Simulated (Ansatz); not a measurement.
Basis-set series for C$_{2}$H$_{6}$MoOS, SMILES `[CH3][Mo]([CH3])(=[O])=[S]`. The species carries charge 0 and has multiplicity 1. Mo takes the def2 core potential. The structure was optimised at the PBE0-D4/def2-TZVP level.

```csv
functional,basis,functions,energy (Eh),HOMO (eV),LUMO (eV)
PBE0-D4,def2-SVP,121,-620.94395,-7.59,-3.04
PBE0-D4,def2-QZVPP,502,-621.31337,-7.61,-3.04
ωB97M-V,def2-SVP,121,-621.05906,-9.67,-0.99
ωB97M-V,def2-QZVPP,502,-621.43514,-9.72,-1.02
```

Problem. Give the rows for def2-TZVPP. (Estimate.)

Solution. Ansatz gave: 
```csv
functional,basis,functions,energy (Eh),HOMO (eV),LUMO (eV)
PBE0-D4,def2-TZVPP,275,-621.28865,-7.59,-3.03
ωB97M-V,def2-TZVPP,275,-621.41128,-9.70,-1.00
```
